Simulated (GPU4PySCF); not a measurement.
N-phenylbenzimidazole (C₁₃H₁₀N₂), SMILES c1ccc(-n2cnc3ccccc32)cc1. Atoms are numbered in the order given.

```xyz
25

C      3.8509    -0.3195    -0.5132
C      2.8642    -1.2196    -0.9017
C      1.5554    -1.0597    -0.4671
C      1.2287     0.0212     0.3507
N     -0.0960     0.1883     0.8084
C     -0.4771     0.4972     2.0995
N     -1.7662     0.5765     2.2683
C     -2.3018     0.3153     1.0191
C     -3.6341     0.2917     0.6112
C     -3.9001     0.0250    -0.7228
C     -2.8659    -0.2046    -1.6427
C     -1.5317    -0.1874    -1.2589
C     -1.2735     0.0633     0.0841
C      2.2116     0.9315     0.7364
C      3.5209     0.7509     0.3106
H      4.8721    -0.4515    -0.8515
H      3.1159    -2.0618    -1.5365
H      0.7895    -1.7768    -0.7371
H      0.2683     0.6201     2.8730
H     -4.4266     0.4841     1.3250
H     -4.9273    -0.0006    -1.0688
H     -3.1131    -0.3973    -2.6806
H     -0.7383    -0.3500    -1.9785
H      1.9409     1.7837     1.3495
H      4.2829     1.4608     0.6122
```

Coordinates come from a r2SCAN-D4/def2-TZVP optimisation. Other conformers were not sampled.

Two levels are set side by side: PBE-D3(BJ)/def2-TZVP (GPU4PySCF) and r2SCAN-D4/def2-TZVP (GPU4PySCF). Each level has its own optimised geometry; the coordinates shown are those of the second. Frequencies come from the Hessian of GPU4PySCF at each geometry. Differences are taken from unrounded values.

| quantity | r2SCAN-D4 |
|---|---|
| mean bond length (Å) | 1.275 |
| bond C1–C2 (Å) | 1.391 |
| bond C1–C15 (Å) | 1.390 |
| bond C2–C3 (Å) | 1.388 |
| bond C3–C4 (Å) | 1.394 |
| bond C4–N5 (Å) | 1.411 |
| bond C4–C14 (Å) | 1.394 |
| bond N5–C6 (Å) | 1.381 |
| bond N5–C13 (Å) | 1.388 |
| bond C6–N7 (Å) | 1.302 |
| bond N7–C8 (Å) | 1.384 |
| bond C8–C9 (Å) | 1.394 |
| bond C8–C13 (Å) | 1.413 |
| bond C9–C10 (Å) | 1.386 |
| bond C10–C11 (Å) | 1.403 |
| bond C11–C12 (Å) | 1.388 |
| bond C12–C13 (Å) | 1.390 |
| highest harmonic wavenumber (cm⁻¹) | 3230 |
| mean harmonic wavenumber (cm⁻¹) | 1260 |
| zero-point energy (kcal/mol) | 124.31 |

Problem. What does PBE-D3(BJ) give, and how far is it from r2SCAN-D4? (Estimate from the structure and the level; the computed values follow.)

Solution. 
| quantity | PBE-D3(BJ) | PBE-D3(BJ) minus r2SCAN-D4 |
|---|---|---|
| mean bond length (Å) | 1.281 | 0.007 |
| bond C1–C2 (Å) | 1.397 | 0.006 |
| bond C1–C15 (Å) | 1.396 | 0.006 |
| bond C2–C3 (Å) | 1.394 | 0.006 |
| bond C3–C4 (Å) | 1.401 | 0.006 |
| bond C4–N5 (Å) | 1.416 | 0.005 |
| bond C4–C14 (Å) | 1.401 | 0.007 |
| bond N5–C6 (Å) | 1.389 | 0.008 |
| bond N5–C13 (Å) | 1.394 | 0.006 |
| bond C6–N7 (Å) | 1.311 | 0.008 |
| bond N7–C8 (Å) | 1.390 | 0.006 |
| bond C8–C9 (Å) | 1.400 | 0.006 |
| bond C8–C13 (Å) | 1.421 | 0.008 |
| bond C9–C10 (Å) | 1.392 | 0.006 |
| bond C10–C11 (Å) | 1.409 | 0.006 |
| bond C11–C12 (Å) | 1.394 | 0.006 |
| bond C12–C13 (Å) | 1.397 | 0.006 |
| highest harmonic wavenumber (cm⁻¹) | 3164 | -66 |
| mean harmonic wavenumber (cm⁻¹) | 1228 | -32 |
| zero-point energy (kcal/mol) | 121.16 | -3.15 |
